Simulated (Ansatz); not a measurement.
Total energies of `[OH][Zr]([OH])([Cl])[c]1ccccc1`.

```xyz
17

O    -2.919    1.575   -0.067
Zr   -1.438    1.264   -1.231
O    -1.836    0.187   -2.757
Cl   -0.388    3.297   -1.855
C     0.009    0.091   -0.043
C     0.103    0.244    1.346
C     1.064   -0.430    2.085
C     1.957   -1.279    1.446
C     1.885   -1.452    0.071
C     0.920   -0.775   -0.661
H    -3.788    1.742    0.286
H    -2.271   -0.212   -3.505
H    -0.588    0.899    1.869
H     1.118   -0.295    3.160
H     2.709   -1.808    2.021
H     2.581   -2.117   -0.429
H     0.880   -0.931   -1.736
```

The species carries charge 0 and has multiplicity 1. Correlated methods include outer-core shells of Zr, which these sets cover unevenly. Zr: def2 effective core potential. The geometry is a stationary point of PBE0-D4/def2-TZVP. It is one conformer, not always the lowest. Basis def2-TZVPP, Ansatz.

RPA on PBE orbitals: Hartree–Fock energy of these orbitals -887.31968 Eh, correlation -3.03620 Eh (frozen core).

```
functional  energy without D4 (Eh)  D4 term (kJ/mol)
       PBE              -890.31089             -53.9
    revPBE              -890.78405            -148.7
      BLYP              -890.79570            -114.2
    r2SCAN              -890.73677             -14.5
      PBE0              -890.33994             -46.6
     B3LYP              -890.98499             -86.2
   r2SCANh              -890.69750             -15.5
   r2SCAN0              -890.64120             -17.1
     BHLYP              -890.63588             -69.7
 CAM-B3LYP              -890.74178             -48.1
   LC-ωPBE              -890.56591                 –
   ωB97X-V              -890.72796                 –
    B2PLYP              -890.43662                 –
  PBE-QIDH              -890.14293                 –
```

Give the same for LDA (SPW92), B97M-V, HSE06 (plane-wave form), ωB97M-V. (Best estimate.)

The calculation gave: 
```
             functional  energy without D4 (Eh)  D4 term (kJ/mol)
            LDA (SPW92)              -886.14177                 –
                 B97M-V              -890.81253                 –
HSE06 (plane-wave form)              -890.31139             -43.9
                ωB97M-V              -890.70505                 –
```

B3LYP takes the VWN-RPA correlation (the form of Gaussian; ORCA's B3LYP/G). HSE06 is the plane-wave form, built on full-range PBE exchange. The double hybrids freeze the cores in their second-order part.

LC-ωPBE has ω = 0.4 bohr⁻¹.
